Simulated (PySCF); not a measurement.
CH₅BF₂Ge.
Numbering: `[CH3:1][GeH2:2][B:3]([F:4])[F:5]` (hydrogens: H6, H7, H8 on C1; H9, H10 on Ge2)

Method: PBE0-D3(BJ)/def2-SVP geometry optimisation, gas phase (PySCF).

**Question.** List the bond lengths, angles and torsions at this level.

**Answer.** 
| bond | length (Å) |
| --- | --- |
| C1–Ge2 | 1.960 |
| Ge2–B3 | 2.074 |
| B3–F4, B3–F5 | 1.319 |
| C1–H6, C1–H7, C1–H8 | 1.099 |
| Ge2–H9, Ge2–H10 | 1.541 |

Bonds in one row agree within 0.01 Å and their mean is given. A selection of angles:
| angle | degrees |
| --- | --- |
| Ge2–C1–H6 | 110.3 |
| H6–C1–H7 | 108.6 |
| C1–Ge2–B3 | 109.1 |
| C1–Ge2–H9 | 109.9 |
| B3–Ge2–H9 | 110.6 |
| B3–Ge2–H10 | 109.6 |
| H9–Ge2–H10 | 108.6 |
| Ge2–B3–F4 | 121.0 |
| Ge2–B3–F5 | 122.8 |
| F4–B3–F5 | 116.2 |

Torsions: C1–Ge2–B3–F4 73° (synclinal). The mirror-image conformer, all signs reversed, is as good.

B3 (three-coordinate boron) is planar (angles 122.8°, 121.0° and 116.2°, sum 360.0°, 0.02 Å off the plane of its three neighbours). Ge2 (germanium bonded to B, C and 2 H) is tetrahedral (angles from 108.6° to 110.6°).

Point group: C1 (no symmetry element, even within 0.4 Å). No frequency check. One conformer, not necessarily the lowest.

Hardware: one thread, Arm Neoverse V1 (aarch64), on a shared host. Cost: 80 s wall, 0.46 GiB resident at most. That covers the optimisation of the geometry.
